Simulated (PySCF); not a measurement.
SeFI, SMILES F[Se]I.

Geometry optimised at B3LYP-D3(BJ)/def2-TZVP. The def2 effective core potentials stand for the cores of I; spin–orbit coupling is left out.

The numbers are results of PBE0/def2-TZVPD in PySCF, not measurements.

Isolated molecule, no solvent.

```json
{
 "total_energy": "-2798.78228 hartree",
 "point_group": "Cs",
 "highest_occupied_level": "-6.92 eV",
 "lowest_empty_level": "-3.05 eV",
 "orbital_gap": "3.87 eV",
 "dipole_moment": "1.51 D",
 "quadrupole, principal values (traceless, Buckingham form, about the centre of nuclear charge)": "-3.90, -3.05, 6.95 D·Å",
 "mean_static_polarisability": "65.5 bohr³ (9.70 Å³)",
 "polarisability_principal_values": "51.7, 54.6, 90.1 bohr³"
}
```
